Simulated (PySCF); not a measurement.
Method: core-valence-separated Tamm–Dancoff BHandHLYP/aug-pcX-1 (pcseg-1 on H) in PySCF, non-relativistic, gas phase, PBE0-D3(BJ)/def2-SVP geometry. The energies are unshifted.

Main lines of an unknown, eV (oscillator strength): C K: 282.6 (0.054), 282.7 (0.062), 285.2 (0.007), 285.4 (0.007), 285.5 (0.008); F K: 685.4 (0.025), 686.4 (0.007), 687.6 (0.006). Listed: the first five lines at most of each edge with a tenth or more of its strongest line's intensity; roots within 0.03 eV on the same or equivalent atoms are summed. Only the lowest roots were sought, and the top ones are left out.

**Question.** Which candidate gives them?
A. `C1CC2(C1)[C@@H](F)C2`
B. `C=C1CC[C@@H]1CF`
C. `C=C=CC[C@H](C)F`
D. `C=C/C(=C/C)CF`

**Answer.** B. 

- `C=C1CC[C@@H]1CF`: C K: 282.6 (0.054), 282.7 (0.062), 285.2 (0.007), 285.4 (0.007), 285.5 (0.008); F K: 685.4 (0.025), 686.4 (0.007), 687.6 (0.006). First C line listed at 282.6 eV, hole on the terminal =CH2 carbon (1s→π*); first F line listed at 685.4 eV, hole on the alkyl fluorine.
- `C=C=CC[C@H](C)F`: C K: 283.1 (0.065), 283.2 (0.056), 283.2 (0.064), 283.4 (0.058), 285.4 (0.008); F K: 685.5 (0.031), 686.3 (0.005). First C line listed at 283.1 eV, hole on the central carbon of cumulated double bonds; first F line listed at 685.5 eV, hole on the alkyl fluorine.
- `F[C@H]1CC12CCC2`: C K: 285.6 (0.010), 285.6 (0.014), 285.7 (0.012), 285.8 (0.014), 285.9 (0.018); F K: 685.6 (0.026), 686.7 (0.010), 687.2 (0.003), 687.3 (0.003), 687.8 (0.004). First C line listed at 285.6 eV, hole on the four-membered-ring carbon; first F line listed at 685.6 eV, hole on the alkyl fluorine.
- `C=C/C(=C/C)CF`: C K: 282.3 (0.057), 282.5 (0.062), 282.8 (0.048), 282.9 (0.061), 285.6 (0.007); F K: 684.7 (0.025), 686.4 (0.007), 687.6 (0.005). First C line listed at 282.3 eV, hole on the terminal =CH2 carbon (1s→π*); first F line listed at 684.7 eV, hole on the alkyl fluorine.

One conformer each; other structures than these candidates weren't tested.

Shape of the structure used: `[CH2:1]=[C:2]1[CH2:3][CH2:4][C@@H:5]1[CH2:6][F:7]`: C4–C5–C6–F7 70°.
